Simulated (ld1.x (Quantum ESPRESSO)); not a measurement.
# What one change does to a pseudopotential (niobium, TM)

- Element: Nb (Z = 41)
- Generator: ld1.x (Quantum ESPRESSO) 7.5
- Type: norm-conserving Troullier–Martins (Kleinman–Bylander form)
- Functional: revPBE
- Relativity: scalar-relativistic
- Frozen core: [Ar] 3d10
- Valence charge: 13
- Reference configuration: 4s2 4p6 4d5 5s0 5p0
- Partial waves: 4s (bound): rc 1.75 bohr; 4d (bound): rc 2.05 bohr; 4p (bound): rc 1.70 bohr
- Local potential: the p channel
- Core correction: Bessel-smoothed model core inside 1.15 bohr

All-electron outer shells of the reference configuration (revPBE, scalar-relativistic, ld1.x):

```csv
shell,level (eV),outermost node (bohr),outermost maximum (bohr)
3p,-344.92,0.17,0.39
3d,-194.31,–,0.34
4s,-56.52,0.53,1.04
4p,-32.77,0.54,1.13
5s,-3.36,1.41,3.15
4d,-1.84,0.55,1.53
5p,-0.85,1.64,4.65
```

Change: reference 4s2 4p6 4d3 5s0 5p0.

Cutoffs: the cutoffs (Ry, on a coarse ladder) from which the occupation-weighted sum of valence levels, in a spherical-Bessel basis at the reference potential, stays within 10 and 1 mRy of its value at 400 Ry; they do not see the model core or the augmentation charge, which bear on the density cutoff. Errors are all-electron minus pseudo energies relative to the spin-unpolarised reference configuration.

Question: What does the change do?

Answer: The potential gets neither clearly harder nor softer (45 Ry and 70 Ry → 45 Ry and 70 Ry); the range in which the s phases agree narrows (upper end -0.4 → -1.7); the range in which the p phases agree narrows (upper end 1.2 → -0.2); neither file shows a bound ghost.

```tsv
quantity	base	changed
cutoff, loose	45 Ry	45 Ry
cutoff, tight	70 Ry	70 Ry
bound ghosts	none	none
largest error over its own tests, meV	+518	+490
s: phases at 2.24 bohr within 0.05 rad from the reference energy up to (Ry; the scan ends near 5)	-0.4	-1.7
p: phases at 2.24 bohr within 0.05 rad from the reference energy up to (Ry; the scan ends near 5)	1.2	-0.2
d: phases at 2.24 bohr within 0.05 rad from the reference energy up to (Ry; the scan ends near 5)	3.4	2.1
```
